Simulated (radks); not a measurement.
Excited configurations of N: one electron is placed in a higher orbital outside [He] 2s2 2p2. The ground configuration is [He] 2s2 2p3. All-electron calculation, Dirac Kohn-Sham, PBEsol, spin-unpolarised, spherical densities, finite nucleus; open shells fill j = l - 1/2 first; Fermi nuclear charge, rms radius 2.5582 fm. Program: a radial shooting solver on a logarithmic mesh with Libxc functionals. Excitation = E - E(ground); binding = E(ion) - E, where the ion is the core of charge +1; n* = 1/sqrt(2 binding) in atomic units, and the quantum defect is n - n*.

outer orbital  excitation (eV)  binding (eV)  quantum defect  <r> (bohr)
3d3/2                   11.950         1.558           0.045       10.23
5s1/2                   12.465         1.043           1.389       20.89
5p1/2                   12.639         0.869           1.044       24.40
6d3/2                   13.039         0.469           0.615       45.43
7p1/2                   13.085         0.423           1.330       53.06

The Delta-SCF ionisation energy is 13.508 eV (NIST Atomic Spectra Database: 14.534 eV, measured). Self-interaction in the functional shifts the binding energies and quantum defects, so they are the method's values and not measured ones. Spin polarisation and multiplet splitting are left out, so open shells lie too high by an amount that depends on their filling.

Beside tabulated values, note that spin-unpolarised runs miss the spin-polarisation part of the exchange energy of open shells.
